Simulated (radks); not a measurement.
The numbers below are computed, except where a source is named.
Rb, 37 electrons, occupied as [Ar] 3d10 4s2 4p4 5s1 6s2 (not the ground configuration). Level of theory: Dirac Kohn-Sham, BLYP, spin-unpolarised, spherical densities, point nucleus; open shells fill j = l - 1/2 first (a radial shooting solver on a logarithmic mesh with Libxc functionals).

Radial electron density D(r) = 4 pi r^2 rho(r):

r (bohr)  D(r) (e/bohr)
0.002538          2.873
0.002979          3.785
0.003468          4.891
0.00407           6.366
0.004738          8.119
0.00556           10.40
0.006472          13.02
0.007595          16.31
0.008842          19.94
0.01038           24.23
0.01218           28.89
0.01418           33.45
0.01664           38.05
0.01937           41.87
0.02273           44.83
0.02646           46.28
0.03105           46.15
0.03614           44.58
0.04242           41.99
0.04938           39.60
0.05795           38.42
0.06746           39.53
0.07917           43.31
0.0929            48.78
0.1082            53.53
0.1269            55.51
0.1478            53.03
0.1734            46.26
0.2019            38.51
0.2369            32.72
0.2758            31.79
0.3236            34.93
0.3767            38.47
0.4421            38.75
0.5188            33.79
0.604             25.72
0.7088            16.98
0.8251            10.95
0.9683            7.646
1.127             6.440
1.323             5.696
1.54              4.668
1.807             3.268
2.104             2.063
2.469             1.228
2.874            0.8059
3.373            0.5420
3.958            0.3322
4.608            0.1969
5.407            0.1745
6.295            0.2808
7.387            0.3793
8.6              0.3431
10.09            0.2188
11.75            0.1044
13.79           0.03450
16.05          0.008750
18.84          0.001438
21.93         0.0001775

D(r) has 4 maxima, at r = 0.0282, 0.126, 0.411, 7.63 bohr, and minima at 0.0584, 0.263, 5.11 bohr, inside which lie 2.08, 11.04, 35.06 electrons.
